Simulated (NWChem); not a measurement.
Molecule: silicon dioxide molecule (SiO2); SMILES [Si](=O)=O

```xyz
3

O      0.0000     0.0000    -1.5060
Si     0.0000     0.0000     0.0000
O      0.0000     0.0000     1.5060
```
Atoms are numbered in this order, from 1.

Level: PBE0-D3(BJ)/def2-TZVP (NWChem), optimised geometry, unscaled harmonic frequencies. 

```csv
frequency (cm⁻¹),IR intensity (km/mol)
299,83.2
299,83.2
1015,0.0
1471,95.1
```

```yaml
zero_point_energy: 4.4 kcal/mol
thermal correction to the enthalpy at 298.15 K (with zero-point energy): 7.0 kcal/mol
heat capacity Cv: 8.8 cal/(mol K)
entropy at 298.15 K and 1 atm (symmetry number 2): 55.2 cal/(mol K)
dipole_moment: 0.00 D
```

Rigid rotor and harmonic oscillator.
